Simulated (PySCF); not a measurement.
C3H3Cl3, SMILES CC(Cl)=C(Cl)Cl.

The structure is a stationary point at PBE-D3(BJ)/def2-SVP.

These are PBE-D3(BJ)/def2-SVP (PySCF) values and carry that method's errors.

Frequencies are harmonic and unscaled.

```
mode  ν (cm⁻¹)  IR (km/mol)  Raman (Å⁴/amu)  depolarisation  moving atoms (share of kinetic energy)
----  --------  -----------  --------------  --------------  --------------------------------------
1          110          0.5             0.1            0.75                 Cl 56 %, C 28 %, H 15 %
2          141          0.8             0.1            0.75                                  H 94 %
3          188          0.8             0.8            0.63                         Cl 88 %, C 10 %
4          268          0.3             4.7            0.64                         Cl 73 %, C 21 %
5          285          1.9             0.1            0.75                 C 76 %, H 13 %, Cl 10 %
6          335          0.9             1.3            0.28                 Cl 47 %, C 33 %, H 20 %
7          364          1.0             4.3            0.56                         Cl 77 %, C 17 %
8          494          0.0             2.4            0.75                           C 89 %, H 8 %
9          513          7.7            13.3            0.16                  Cl 49 %, C 43 %, H 8 %
10         749         53.2             2.2            0.74                 C 61 %, Cl 23 %, H 16 %
11         904        119.7             0.2            0.74                         C 84 %, Cl 11 %
12        1000          0.8             0.5            0.75                          H 68 %, C 32 %
13        1007         40.3             2.1            0.41                          H 51 %, C 47 %
14        1118         15.1             1.3            0.54                          C 80 %, H 19 %
15        1338          6.8            17.2            0.38                          H 74 %, C 26 %
16        1394          5.9            37.2            0.61                                  H 95 %
17        1395         10.5            14.0            0.75                                  H 97 %
18        1625          5.2            40.3            0.21                                  C 97 %
19        2975         12.0           236.2            0.06                                  H 97 %
20        3050          3.3           119.4            0.75                           H 91 %, C 9 %
21        3106          1.7            55.8            0.75                           H 91 %, C 9 %
```
